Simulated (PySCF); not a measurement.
Ta(NMe)(F)2(OH) (CH4F2NOTa), SMILES C[N]=[Ta]([OH])([F])[F], multiplicity 1.

Geometry: PBE-D3(BJ)/def2-SVP. The spin state was assumed, not searched. The def2 effective core potentials stand for the cores of Ta; spin–orbit coupling is left out. One conformer was computed; it need not be the lowest.

Computed with r2SCAN/def2-TZVP (PySCF).

Symmetry labels are those of the subgroup Cs that the program uses (full group Cs).

Q: List the valence orbital energies around the gap with their symmetry. (An estimate is asked for; the answer gives what the named calculation found.)

A: 
```tsv
orbital	symmetry	energy (eV)
HOMO−7	A'	-10.68
HOMO−6	A"	-10.55
HOMO−5	A'	-10.13
HOMO−4	A"	-10.12
HOMO−3	A'	-9.11
HOMO−2	A"	-8.85
HOMO−1	A'	-6.55
HOMO	A"	-6.44
LUMO	A'	-1.33
LUMO+1	A"	-1.16
LUMO+2	A'	-0.64
LUMO+3	A'	-0.41
```
